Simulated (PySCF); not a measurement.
A geometry optimisation, step by step.

Compound: 4-mercaptophenol, C6H6OS.
Numbering: `[OH:1][c:2]1[cH:3][cH:4][c:5]([SH:6])[cH:7][cH:8]1` (hydrogens: H9 on O1; H10 on C3; H11 on C4; H12 on S6; H13 on C7; H14 on C8)

Computed by this run: PBE0-D3(BJ)/def2-SVP geometry optimisation, gas phase (PySCF); density fitting, grid level 2; the optimiser is geomeTRIC in internal coordinates, started from a GFN2-xTB structure. The frame can shift and turn from step to step; on so coarse a grid that alone can change the energy by a few meV, and forces under 0.02 eV/Å are noise.

Step 0: E = -19179.5297 eV, largest atomic force 0.778 eV/Å
```
atom  x, y, z in Å  |  force x, y, z in eV/Å
O1     -2.725    0.620   -0.029    0.238  -0.015   0.008
C2     -1.408    0.280   -0.014   -0.748   0.069  -0.004
C3     -0.983   -1.043    0.024   -0.074   0.110  -0.006
C4      0.366   -1.340    0.035    0.071   0.109  -0.003
C5      1.304   -0.317    0.010    0.769  -0.120   0.006
S6      3.021   -0.751    0.028   -0.102  -0.509   0.011
C7      0.884    1.006   -0.026   -0.187  -0.066  -0.003
C8     -0.463    1.302   -0.039   -0.197  -0.062   0.006
H9     -3.269   -0.177   -0.005    0.140   0.068  -0.004
H10    -1.710   -1.844    0.046   -0.308  -0.332   0.003
H11     0.696   -2.367    0.061    0.101  -0.492   0.019
H12     3.482    0.498   -0.002    0.198   0.424  -0.011
H13     1.608    1.808   -0.046    0.277   0.341  -0.006
H14    -0.805    2.325   -0.066   -0.178   0.475  -0.017
```

Step 1: E = -19179.5671 eV, largest atomic force 0.152 eV/Å
```
atom  x, y, z in Å  |  force x, y, z in eV/Å
O1     -2.601    0.758    0.031   -0.039  -0.015  -0.001
C2     -1.296    0.413    0.042    0.090   0.040   0.001
C3     -0.856   -0.913    0.078   -0.087  -0.054   0.001
C4      0.503   -1.208    0.090    0.053  -0.088   0.002
C5      1.458   -0.188    0.065   -0.071   0.003  -0.002
S6      3.168   -0.640    0.081    0.069   0.135  -0.003
C7      1.010    1.138    0.028    0.113   0.067   0.000
C8     -0.346    1.437    0.017   -0.049   0.050  -0.002
H9     -3.138   -0.041    0.051   -0.024  -0.004   0.000
H10    -1.587   -1.728    0.098    0.029   0.020   0.000
H11     0.822   -2.254    0.118   -0.015   0.036  -0.001
H12     3.660    0.621    0.050   -0.046  -0.137   0.003
H13     1.735    1.958    0.008   -0.036  -0.021   0.000
H14    -0.690    2.473   -0.011    0.013  -0.031   0.001
```

Step 2: E = -19179.5675 eV, largest atomic force 0.063 eV/Å
```
atom  x, y, z in Å  |  force x, y, z in eV/Å
O1     -2.601    0.751    0.030   -0.016   0.059  -0.002
C2     -1.293    0.414    0.042   -0.034  -0.045   0.001
C3     -0.858   -0.913    0.079    0.059   0.021  -0.001
C4      0.502   -1.207    0.090   -0.015   0.002   0.000
C5      1.455   -0.183    0.065    0.004  -0.015   0.000
S6      3.163   -0.644    0.081    0.024   0.016   0.000
C7      1.013    1.146    0.028    0.007  -0.058   0.002
C8     -0.345    1.441    0.017   -0.048   0.011   0.000
H9     -3.136   -0.049    0.050    0.016   0.005   0.000
H10    -1.588   -1.728    0.099    0.003   0.007   0.000
H11     0.823   -2.252    0.118    0.007   0.005   0.000
H12     3.662    0.608    0.050    0.004   0.000   0.000
H13     1.736    1.965    0.008   -0.006  -0.006   0.000
H14    -0.691    2.476   -0.011   -0.004  -0.001   0.000
```

Step 3: E = -19179.5678 eV, largest atomic force 0.059 eV/Å
```
atom  x, y, z in Å  |  force x, y, z in eV/Å
O1     -2.601    0.758    0.030    0.009  -0.019   0.001
C2     -1.295    0.413    0.042    0.017   0.004  -0.001
C3     -0.855   -0.913    0.079   -0.025  -0.008   0.000
C4      0.504   -1.211    0.090   -0.011   0.058  -0.001
C5      1.456   -0.187    0.065    0.001   0.006   0.000
S6      3.168   -0.639    0.080   -0.016  -0.050   0.001
C7      1.011    1.140    0.028   -0.008  -0.008   0.000
C8     -0.346    1.439    0.017    0.018  -0.028   0.001
H9     -3.141   -0.039    0.050    0.006  -0.001   0.000
H10    -1.585   -1.728    0.099   -0.011  -0.009   0.000
H11     0.824   -2.256    0.118    0.001  -0.007   0.000
H12     3.661    0.613    0.050    0.010   0.045  -0.001
H13     1.734    1.960    0.008    0.011   0.009   0.000
H14    -0.691    2.474   -0.011   -0.001   0.009   0.000
```

Step 4: E = -19179.5679 eV, largest atomic force 0.047 eV/Å
```
atom  x, y, z in Å  |  force x, y, z in eV/Å
O1     -2.601    0.757    0.030   -0.002  -0.005   0.000
C2     -1.295    0.413    0.042    0.006   0.005   0.000
C3     -0.858   -0.914    0.079    0.008   0.022  -0.001
C4      0.502   -1.208    0.090    0.022  -0.042   0.001
C5      1.457   -0.187    0.065   -0.019   0.014  -0.001
S6      3.168   -0.639    0.081   -0.003  -0.009   0.000
C7      1.013    1.140    0.028   -0.008   0.005   0.000
C8     -0.345    1.437    0.017    0.003   0.015  -0.001
H9     -3.140   -0.040    0.050   -0.004  -0.001   0.000
H10    -1.588   -1.729    0.099    0.005   0.001   0.000
H11     0.822   -2.253    0.118    0.001  -0.004   0.000
H12     3.661    0.616    0.050   -0.005  -0.004   0.000
H13     1.735    1.960    0.008   -0.003   0.002   0.000
H14    -0.690    2.472   -0.011   -0.001   0.000   0.000
```

Step 5: E = -19179.5680 eV, largest atomic force 0.031 eV/Å
```
atom  x, y, z in Å  |  force x, y, z in eV/Å
O1     -2.601    0.756    0.030   -0.007   0.009   0.000
C2     -1.294    0.414    0.042   -0.005  -0.002   0.000
C3     -0.857   -0.913    0.079    0.001  -0.011   0.000
C4      0.503   -1.209    0.090   -0.007  -0.002   0.000
C5      1.456   -0.186    0.065    0.002  -0.009   0.000
S6      3.166   -0.642    0.081    0.012   0.029  -0.001
C7      1.012    1.141    0.028    0.016   0.007   0.000
C8     -0.345    1.440    0.017   -0.007  -0.002   0.000
H9     -3.138   -0.043    0.050   -0.003   0.000   0.000
H10    -1.587   -1.727    0.099    0.002   0.004   0.000
H11     0.823   -2.254    0.118   -0.002   0.005   0.000
H12     3.660    0.613    0.050   -0.001  -0.020   0.000
H13     1.735    1.960    0.008   -0.003  -0.004   0.000
H14    -0.691    2.475   -0.011    0.002  -0.005   0.000
```

Step 6: E = -19179.5680 eV, largest atomic force under 0.02 eV/Å
```
atom  x, y, z in Å  |  force x, y, z in eV/Å
O1     -2.601    0.757    0.030    0.002  -0.002   0.000
C2     -1.295    0.413    0.042    0.004   0.000   0.000
C3     -0.857   -0.913    0.079   -0.003  -0.001   0.000
C4      0.503   -1.209    0.090   -0.002   0.008   0.000
C5      1.456   -0.186    0.065    0.003  -0.001   0.000
S6      3.167   -0.641    0.081   -0.001  -0.005   0.000
C7      1.012    1.141    0.028   -0.005  -0.007   0.000
C8     -0.345    1.439    0.017    0.000   0.003   0.000
H9     -3.140   -0.041    0.050    0.001   0.000   0.000
H10    -1.587   -1.728    0.099   -0.001  -0.001   0.000
H11     0.823   -2.254    0.118    0.000   0.000   0.000
H12     3.661    0.613    0.050    0.001   0.005   0.000
H13     1.735    1.960    0.008    0.000   0.000   0.000
H14    -0.691    2.474   -0.011   -0.001   0.002   0.000
```

**Question.** Summarise the path.

**Answer.** The energy falls by 3.70 kJ/mol from step 0 to step 6; nine tenths of that is first reached at step 1. It falls at every step. The largest force goes from 0.778 to under 0.02 eV/Å. Among the bonds S6–H12 changes most, from 1.331 to 1.348 Å; the atoms move by 0.021 Å rms after alignment.

**Question.** Follow the three bonds and two angles with the largest change from start to end.

**Answer.** 
```csv
step,E above end (kJ/mol),largest force (eV/Å),S6–H12 (Å),C4–H11 (Å),C8–H14 (Å),S6–C5–C7 (°),C4–C5–C7 (°)
0,3.70,0.778,1.331,1.079,1.078,121.8,119.9
1,0.08,0.152,1.354,1.094,1.093,123.5,118.3
2,0.05,0.063,1.348,1.093,1.092,123.5,118.7
3,0.02,0.059,1.347,1.093,1.091,123.3,118.6
4,0.01,0.047,1.349,1.093,1.092,123.3,118.4
5,0.00,0.031,1.349,1.093,1.092,123.4,118.6
6,0.00,under 0.02,1.348,1.093,1.092,123.4,118.5
```

The cost below is that of the whole optimisation. On one thread, Arm Neoverse V1 (aarch64), no GPU, shared host, this took 64 s of wall time and 0.71 GiB of memory at its peak.
